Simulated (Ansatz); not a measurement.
Ideal-gas functions of C₂BrF₅, SMILES `FC(F)(F)C(F)(F)Br` at 800 K and 1 bar, from an Ansatz frequency run at PBE0-D4/def2-TZVP.

Molar mass 198.92 g/mol, point group Cs (symmetry number 1), electronic degeneracy 1, moments of inertia 227.018, 483.028, 532.721 u Å². Harmonic wavenumbers (cm⁻¹, unscaled): 66, 148, 219, 297, 297, 332, 369, 442, 550, 598, 645, 763, 955, 1146, 1215, 1249, 1270, 1350.

Use S(trans) = R[1.5 ln M + 2.5 ln T − 1.1517]; rotational temperatures θ = 24.2544 K / I; S(rot) = R[ln(√π/σ · √(T³/θAθBθC)) + 1.5]; for each mode x = 1.438777 ν̃/T, S = R[x/(eˣ − 1) − ln(1 − e⁻ˣ)] and H = RT x/(eˣ − 1); 1 cm⁻¹ = 0.0119627 kJ/mol; R = 8.31446 J/(mol·K).

Q: By hand: the entropy, in J/(mol·K).

A: Translation 195.4. Rotation: θ = 0.1068, 0.0502, 0.0455 K, giving 135.2. Vibration, mode by mode: 26.04, 19.34, 16.11, 13.63, 13.63, 12.72, 11.87, 10.44, 8.74, 8.10, 7.53, 6.31, 4.77, 3.63, 3.29, 3.14, 3.05, 2.72, in all 175.1. Electronic 0.0. Sum 505.7 J/(mol·K).

Q: By hand: H − E and G − E in kJ/mol, counted from the electronic energy.

A: Zero-point energy ½ × 11911 × 0.0119627 = 71.2; thermal vibration 67.1; translation, rotation and pV give 4 RT = 26.6. H − E = 164.9 kJ/mol, and G − E = 164.9 − 800 × 505.7/1000 = -239.7 kJ/mol.

Vibration gives 35 % of the entropy, 45.4 J/(mol·K) of it from the modes under 150 cm⁻¹: soft modes count most, and the harmonic formula is weakest for them.
